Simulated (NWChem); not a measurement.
System meant: BeSiNH5; SMILES [Be]([NH2])[SiH3]

The following NWChem deck was run.

```
start job
memory heap 200 mb stack 900 mb global 1100 mb
geometry units angstroms noautoz
  Be    -0.008709    -0.773058     0.006894
  N      0.000356    -2.281064     0.000550
  H     -0.828457    -2.882849    -0.000290
  H      0.835077    -2.874607    -0.000296
  Si    -0.010014     1.396750     0.005452
  H     -0.948084     1.981461    -1.025233
  H      1.357734     1.958286    -0.312682
  H     -0.410815     1.999323     1.331502
end
basis spherical
  * library def2-svp
end
dft
  odft
  mult 2
  xc xpbe96 cpbe96
  iterations 150
  mulliken
end
task dft energy
```

End of the output:

```
 Summary of "ao basis" -> "" (spherical)
 ------------------------------------------------------------------------------
       Tag                 Description            Shells   Functions and Types
 ---------------- ------------------------------  ------  ---------------------
 *                          def2-svp                  on all atoms

  pbe96 is a nonlocal functional; adding pw91lda local functional.

                                 NWChem DFT Module
                                 -----------------

 Summary of "ao basis" -> "ao basis" (spherical)
 ------------------------------------------------------------------------------
       Tag                 Description            Shells   Functions and Types
 ---------------- ------------------------------  ------  ---------------------
 Be                         def2-svp                 5        9   3s2p
 N                          def2-svp                 6       14   3s2p1d
 H                          def2-svp                 3        5   2s1p
 Si                         def2-svp                 8       18   4s3p1d

 Summary of "ao basis" -> "ao basis" (spherical)
 ------------------------------------------------------------------------------
       Tag                 Description            Shells   Functions and Types
 ---------------- ------------------------------  ------  ---------------------
 Be                         def2-svp                 5        9   3s2p
 N                          def2-svp                 6       14   3s2p1d
 H                          def2-svp                 3        5   2s1p
 Si                         def2-svp                 8       18   4s3p1d

  number of electrons :                   30
  multiplicity        :                    2
 ------------------------------------------------------------------------
  no. of electrons and multiplicity not compatible                  30
 ------------------------------------------------------------------------
 ------------------------------------------------------------------------
  current input line :
    23: task dft energy
 ------------------------------------------------------------------------
 ------------------------------------------------------------------------
 There is an error in the input file
 ------------------------------------------------------------------------
 For more information see the NWChem manual at https://nwchemgit.github.io

0: no. of electrons and multiplicity not compatible:Received an Error in Communication
```

Problem. Find the fault in this run and fix the input.

Solution. The program refused the input. Cause: the multiplicity doesn't fit the number of electrons (an even count wants an odd multiplicity, and the reverse). This input runs:
```
start job
memory heap 200 mb stack 900 mb global 1100 mb
geometry units angstroms noautoz
  Be    -0.008709    -0.773058     0.006894
  N      0.000356    -2.281064     0.000550
  H     -0.828457    -2.882849    -0.000290
  H      0.835077    -2.874607    -0.000296
  Si    -0.010014     1.396750     0.005452
  H     -0.948084     1.981461    -1.025233
  H      1.357734     1.958286    -0.312682
  H     -0.410815     1.999323     1.331502
end
basis spherical
  Be library def2-svp
  N library def2-svp
  H library def2-svp
  Si library def2-svp
end
dft
  xc xpbe96 cpbe96
  iterations 150
  mulliken
end
task dft energy
```
It converges to -361.60835 Ha (PBE/def2-SVP).
